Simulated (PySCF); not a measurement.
Job file and geometry (Å, from GFN2-xTB) of an NMR shielding run on C₆H₄FP₃, PySCF 2.14.0, density-fitted response routines, GIAO PBE0/pcSseg-1 NMR shielding, non-relativistic, gas phase; density fitting, a coarse starting grid and PySCF grid level 2 are the driver's defaults:

```
$ OMP_NUM_THREADS=1 python probes_run.py task.json out

{"job": {"kind": "nmr", "xc": "PBE0", "basis": "pcSseg-1"}, "charge": 0, "multiplicity": 1}
C     -3.433511    -1.994868     0.097420
C     -2.517050    -1.216319     0.051911
C     -1.442279    -0.301576    -0.001113
P      0.116948    -1.096862     0.073243
C      1.328285     0.155133     0.001315
C      2.740874    -0.378353     0.065353
P      1.243430     1.890000    -0.120396
C     -0.463642     2.231421    -0.172118
F     -0.680631     3.579835    -0.274089
P     -1.967105     1.365028    -0.132722
H     -4.232073    -2.673803     0.135549
H      3.466971     0.424817    -0.054881
H      2.925934    -0.865331     1.023594
H      2.913171    -1.119593    -0.715233
```

Problem. Write the output of this run.

Solution. 
```
coarse grid: 14960 points
cycle   1  E = -1353.8569674970  dE =  1.590e+00  |g| = 5.467e-01  |ddm| = 4.269e+00
cycle   2  E = -1353.7781956534  dE =  7.877e-02  |g| = 8.075e-01  |ddm| = 1.147e+00
cycle   3  E = -1353.9129524504  dE = -1.348e-01  |g| = 1.394e-01  |ddm| = 7.803e-01
cycle   4  E = -1353.9173728031  dE = -4.420e-03  |g| = 7.418e-02  |ddm| = 2.341e-01
cycle   5  E = -1353.9189107949  dE = -1.538e-03  |g| = 1.722e-02  |ddm| = 9.094e-02
cycle   6  E = -1353.9189613810  dE = -5.059e-05  |g| = 8.485e-03  |ddm| = 2.824e-02
cycle   7  E = -1353.9189806557  dE = -1.927e-05  |g| = 2.847e-03  |ddm| = 1.136e-02
cycle   8  E = -1353.9189828820  dE = -2.226e-06  |g| = 6.445e-04  |ddm| = 3.499e-03
final grid: 136120 points
cycle   9  E = -1353.9895919688  dE = -2.589e-05  |g| = 1.056e-02  |ddm| = 5.041e-02
cycle  10  E = -1353.9895468903  dE =  4.508e-05  |g| = 1.698e-02  |ddm| = 2.705e-02
cycle  11  E = -1353.9896219770  dE = -7.509e-05  |g| = 1.628e-03  |ddm| = 1.763e-02
cycle  12  E = -1353.9896226065  dE = -6.295e-07  |g| = 5.558e-04  |ddm| = 2.383e-03
cycle  13  E = -1353.9896226651  dE = -5.857e-08  |g| = 3.018e-04  |ddm| = 6.718e-04
cycle  14  E = -1353.9896226874  dE = -2.229e-08  |g| = 6.017e-05  |ddm| = 3.115e-04
cycle  15  E = -1353.9896226882  dE = -7.867e-10  |g| = 3.518e-05  |ddm| = 1.101e-04
cycle  16  E = -1353.9896226885  dE = -3.738e-10  |g| = 8.666e-06  |ddm| = 5.048e-05
converged SCF energy = -1353.9896226885

GIAO shielding tensors (ppm)
atom      isotropic    diamagn.    paramagn.     s11        s22        s33       span
  0 C       72.686     258.638    -185.953     34.663     49.442    133.952     99.289
  1 C       95.905     246.286    -150.382     -6.561     -4.174    298.449    305.011
  2 C       -5.301     270.407    -275.707   -206.869     27.558    163.409    370.277
  3 P       19.655     968.737    -949.082   -334.713   -100.881    494.558    829.271
  4 C      -32.807     269.367    -302.174   -239.365    -30.813    171.758    411.123
  5 C      155.513     244.614     -89.101    140.709    144.340    181.490     40.781
  6 P      105.261     967.604    -862.343   -158.159    -21.644    495.585    653.744
  7 C      -68.528     263.064    -331.592   -260.664     -1.919     57.000    317.664
  8 F      215.943     473.235    -257.292    120.770    141.611    385.447    264.677
  9 P       84.010     965.182    -881.172   -247.748    -37.522    537.301    785.048
 10 H       26.819      33.848      -7.029     23.974     25.041     31.441      7.468
 11 H       28.466      28.359       0.107     23.643     28.713     33.041      9.398
 12 H       28.136      27.773       0.363     23.508     26.890     34.010     10.501
 13 H       28.082      27.962       0.120     23.182     27.324     33.740     10.558
```

Size and cost of the density-fitted run: 211 basis functions, 36 s wall time on 1 thread of an Arm Neoverse V2, shared host; peak memory 0.95 GiB.
